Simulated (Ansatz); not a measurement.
Cost and result for the atomization energy of `NB1[NH][SbH][S]1` (9 atoms, 9 bonds).

```xyz
9

N    -1.110   -0.786   -1.117
B    -0.366   -0.017   -0.209
N     0.638   -0.455    0.699
Sb    0.964    1.256    1.746
S    -0.604    1.826   -0.014
H    -0.975   -1.773   -1.241
H    -1.804   -0.385   -1.721
H     0.864   -1.401    0.957
H     2.393    1.735    0.900
```

Charge 0, multiplicity 1. Correlated methods include outer-core shells of Sb, which these sets cover unevenly. Sb: def2 effective core potential. Geometry: relaxed with PBE0-D4/def2-TZVP. It is one conformer, not always the lowest. Program: Ansatz. All runs use 4 threads of an Intel Xeon 6975P-C on a shared host. Times are those of one run each, without the atoms' runs, and a repeat can differ threefold. Electronic energies, without spin–orbit coupling; frozen cores. CCSD(T)/CBS adds CCSD(T) − MP2 in def2-TZVPP to the MP2 limit, and its time is that of the two runs behind it. T1 = 0.014. With those shells the extrapolation isn't a true limit.

CCSD(T)/CBS is a level of theory with its own doubt, some kJ/mol a heavy atom from the limit and from the frozen cores, so smaller differences don't rank the functionals.

```
                             level  functions  atomization (kcal/mol)  difference from CCSD(T)/CBS  per bond
r2SCAN-D4/def2-TZVPP (with forces)        241                   754.1                          0.7       0.1
              revPBE-D4/def2-TZVPP        241                   758.3                          4.9       0.5
  ωB97M-V/def2-TZVPP (with forces)        241                   759.5                          6.1       0.7
               BHLYP-D4/def2-TZVPP        241                   728.7                        -24.7      -2.7
                  CCSD(T)/def2-SVP        106                   680.0                        -73.4      -8.2
             r2SCANh-D4/def2-TZVPP        241                   746.7                         -6.7      -0.7
                BLYP-D4/def2-TZVPP        241                   766.0                         12.6       1.4
           CAM-B3LYP-D4/def2-TZVPP        241                   759.8                          6.4       0.7
                    MP2/def2-QZVPP        443                   755.6                          2.2       0.2
                 CCSD(T)/CBS(def2)          –                   753.4                          0.0       0.0
                CCSD(T)/def2-TZVPP        241                   722.2                        -31.2      -3.5
   PBE-D4/def2-TZVPP (with forces)        241                   781.9                         28.5       3.2
                 B2PLYP/def2-TZVPP        241                   745.0                         -8.4      -0.9
```

Task: Order the runs by time, with rough figures. (Best estimate.)

Result: Ansatz gave: revPBE-D4/def2-TZVPP 1.1 s; BLYP-D4/def2-TZVPP 1.1 s; PBE-D4/def2-TZVPP (with forces) 1.4 s; BHLYP-D4/def2-TZVPP 1.8 s; CAM-B3LYP-D4/def2-TZVPP 2 s; r2SCAN-D4/def2-TZVPP (with forces) 2.5 s; r2SCANh-D4/def2-TZVPP 2.8 s; B2PLYP/def2-TZVPP 3.2 s; CCSD(T)/def2-SVP 3.4 s; ωB97M-V/def2-TZVPP (with forces) 5.5 s; MP2/def2-QZVPP 11 s; CCSD(T)/def2-TZVPP 49 s; CCSD(T)/CBS(def2) 60 s.

From PBE to PBE0 (25 % exact exchange), in def2-TZVPP and without D4, the atomization energy moves by −21.9 kcal/mol: exact exchange takes away binding that semilocal exchange gives to molecules. In def2-TZVPP, CCSD(T) changes the Hartree–Fock value by +234.6 kcal/mol (the triples alone add +17.7 kcal/mol) and MP2 by +249.2 kcal/mol; breaking electron pairs costs correlation energy, which Hartree–Fock lacks. At CCSD(T), def2-SVP lies −73.4 kcal/mol from the extrapolated value and def2-TZVPP −31.1 kcal/mol: correlation converges slowly with the basis, and small sets miss more of it in the bonded molecule than in its fragments.
